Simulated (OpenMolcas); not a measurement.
# Ti+: CASPT2 settings compared

| Quantity | Value |
| --- | --- |
| Program | OpenMolcas 26.06 |
| Basis | ANO-L-VQZP [7s6p4d3f2g] |
| Scalar Hamiltonian | non-relativistic, point nucleus |
| Active space | 3 electrons in 6 orbitals (3d 4s) |
| State averaging | 2S+1 = 4 even, 20 roots; 2S+1 = 2 even, 44 roots |
| Spin-orbit coupling | RASSI with atomic mean-field integrals over the reference wave functions, term energies averaged over their components |

Methods on the same reference wave functions:
A. CASSCF
B. XMS-CASPT2, IPEA 0.75 Eh, imaginary shift 0.5 Eh (closed shells correlated: 3s 3p)
C. XMS-CASPT2, IPEA 0.35 Eh, imaginary shift 0.4 Eh (closed shells correlated: 3s 3p)
D. XMS-CASPT2, IPEA 0.5 Eh, imaginary shift 0.25 Eh (closed shells correlated: 2s 2p 3s 3p)

Energies in cm-1 above 3d2 4s 4F 3/2, the measured ground level; measured values from NIST Handbook of Basic Atomic Spectroscopic Data.

```
        Level      A      B      C      D  Measured
3d2 4s 4F 3/2    0.0    0.0    0.0    0.0       0.0
3d2 4s 4F 5/2   89.8   88.6   88.3   87.7      94.1
3d2 4s 4F 7/2    216    214    214    213       226
3d2 4s 4F 9/2    377    378    378    378       393
   3d3 4F 3/2   2353   2320   2500   3490       908
   3d3 4F 5/2   2443   2410   2590   3580       984
   3d3 4F 7/2   2568   2540   2710   3700      1087
   3d3 4F 9/2   2727   2700   2870   3860      1216
3d2 4s 2F 5/2   8167   2900   2570   2100          
3d2 4s 2F 7/2   8411   3140   2810   2350          
3d2 4s 2D 5/2  11894   9790   9490   9850      8744
3d2 4s 2D 3/2  11915   9780   9470   9840      8710
3d2 4s 4P 1/2  12035  10330  10480  10940      9873
3d2 4s 4P 3/2  12107  10390  10530  10990      9931
3d2 4s 4P 5/2  12251  10510  10640  11100     10025
   3d3 2G 7/2  13188  11250  11170  12090      8998
   3d3 2G 9/2  13310  11380  11300  12220      9118
   3d3 4P 5/2  14530  12090  11830  12630      9518
```

Deviations, from unrounded energies. A percentage is the sum of absolute deviations over the sum of measured energies, with the sign that they share, or ± where signs differ.

| Against measurement | Levels | A | B | C | D |
| --- | --- | --- | --- | --- | --- |
| mean absolute deviation (cm-1) | 15 | 2100 | 1100 | 1100 | 1700 |
| fine structure of the ground term (%) | 3 | -4.3 | -4.6 | -4.7 | -4.9 |
| other terms of the ground configuration (%) | 5 | +27.3 | +7.4 | +7.0 | +11.5 |
| other configurations (%) | 7 | +60.6 | +40.4 | +41.3 | +62.0 |

B, C lie about equally close to measurement and A furthest from it. The largest miss of B in the table is 3d3 4P 5/2, by +2600 cm-1. The ranking rests on the paired levels alone, and a cruder setting can come out closer through cancelling errors.

Among B to D the level of the table that moves most is 3d3 4F 7/2, by 1200 cm-1 (lowest in B, highest in D). Moves below CASPT2's spread within the term are not significant.

The mean deviations of B to D differ by less than CASPT2's widest spread within a term (3300 cm-1), so their order carries little weight.

From A to B the spin-free energies of the other terms of 3d2 4s shown, above 4F, scale by factors of 0.35 to 0.86.

The lowest spin-free term lies below A's lowest term by 0.322 hartree in B, 0.335 hartree in C, 0.367 hartree in D.

CASPT2 breaks the degeneracy within a term, and the mean is taken; among the terms shown or strongly mixed into the levels shown the widest spread is 3300 cm-1 (3d3 4F, B). Over all roots computed the reference weight is 0.89 to 0.94 in D; the roots of lowest weight are the least certain, and an intruder state may touch them. Configurations are named by rounded mean occupations; where the s occupation lies near a half they are strongly mixed, a name can repeat and a true partner stay unpaired. A single d shell beside an s shell can misplace configurations of different d count against each other. The CASPT2 spread within a term exceeds the gap to the next term for 3d2 4s 4F and 3d3 4F, 3d3 4F and 3d2 4s 2F, 3d2 4s 2D and 3d2 4s 4P and others, so the order of their levels is uncertain, and so are names and mixing where such terms share a J (figures for B; the like holds for C, D). Without dynamic correlation excited terms often stand tens of per cent too high (terms of higher spin than the ground term too low), and those without a measured partner can miss by more than the paired ones (holds for A). Some levels mix across a computed gap that differs much from the measured one, so their mixing is not that of the real levels (holds for A; C). Some terms miss by over 15 % even with CASPT2, which points to a basis or an active space too small for the shells correlated (holds for B; C). Computed and measured levels are paired by configuration, term and J; levels that our copy of the source lacks, or whose pairing is in doubt (as where it misses far off the trend of its configuration), stay unpaired and out of the deviations. Only configurations of the active space appear. The table leaves out levels that lie high or whose names do not pair safely across all columns.
